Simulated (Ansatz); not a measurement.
Sr3O3⁺. The state is a doublet with charge 1. Geometry PBE0-D4/def2-SVP, that of the neutral singlet; atoms count from 1.

```xyz
6

Sr   -0.535   -2.356   -0.035
Sr   -1.103    0.968    0.249
Sr    2.270    0.829    0.007
O     0.704    2.172   -0.428
O     0.723   -0.645    0.677
O    -2.059   -0.967   -0.470
```

In the def2 sets Sr takes a core potential; there is no spin–orbit coupling. The structure comes from a short search, and lower isomers may exist.

(1) Estimate the Mulliken populations from the PBE0/def2-TZVP orbitals of Ansatz.

(2) Where does the spin sit?

(3) And the Mayer bond orders between bonded heavy atoms (over 0.3)?

## Answers

(1) 
```tsv
atom	charge (e)	spin (α − β)
Sr1	1.39	-0.01
Sr2	1.31	-0.06
Sr3	1.39	-0.01
O4	-0.92	0.54
O5	-1.25	0.01
O6	-0.92	0.54
```
Mulliken values and Mayer orders depend strongly on the basis.

(2) Summed by element: Sr -0.08, O 1.08, of 1 unpaired in all. Largest on single atoms: O6 0.54, O4 0.54, Sr2 -0.06.

(3) Sr1–O5 0.46 (2.24 Å); Sr1–O6 0.56 (2.11 Å); Sr2–O4 0.45 (2.27 Å); Sr2–O5 0.33 (2.47 Å); Sr2–O6 0.45 (2.27 Å); Sr3–O4 0.56 (2.11 Å); Sr3–O5 0.46 (2.24 Å). Values over 0.3 also appear between atoms too far apart for a bond (O4–O6 0.32 at 4.18 Å); they arise where an orbital or an unpaired electron spreads over both atoms.
